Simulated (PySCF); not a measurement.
**Low-lying terms of Mn⁷⁺ (manganese, charge +7)**

Ground state [Ar], ¹S. All numbers are calculated (PySCF 2.14, the non-relativistic Hamiltonian (point nucleus), in def2-TZVP (6s4p4d1f, 45 functions)). Vertical excitation energies in eV without spin-orbit coupling; excited terms of each kind are numbered among those the solver found. Frozen: [Ne].

| term | leading excitation | EOM-EE-CCSD |
| --- | --- | --- |
| 1 3P° | 3p → d | 46.384 |
| 1 3F° | 3p → d | 48.699 |
| 1 1D° | 3p → d | 51.970 |
| 1 3D° | 3p → d | 52.161 |
| 1 1F° | 3p → d | 52.533 |
| 1 1P° | 3p → d | 67.626 |
| 1 3D | 3s → d | 81.432 |
| 1 1D | 3s → d | 84.084 |
| 2 1D | 3p → p | 111.74 |

The solver can miss terms.
